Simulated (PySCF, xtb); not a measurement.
H5NSiTe, SMILES N[Te][SiH3].

Coordinates come from a PBE0-D3(BJ)/def2-SVP optimisation. The def2 effective core potentials stand for the cores of Te; spin–orbit coupling is left out. The values are those of a single conformer.

Calculation: IEF-PCM-PBE0/def2-SVP (PySCF).

The values are the electrostatic part of the solvation free energy, E(continuum) − E(gas) at the gas-phase geometry, in a cavity of scaled van der Waals radii (PySCF's table); cavitation and dispersion terms are not included. In vacuum the orbital gap is 5.15 eV. The dipole moment in vacuum is 1.49 D.

```csv
solvent,ε,ΔG(elec) (kcal/mol),dipole (D),gap (eV)
water,78.36,-4.4,2.11,5.30
dichloromethane,8.93,-3.7,1.99,5.27
chlorobenzene,5.70,-3.2,1.93,5.26
```

For comparison, GFN2-xTB/ALPB(water) (xtb, at the GFN2-xTB geometry, all terms of that model) gives -3.2 kcal/mol.
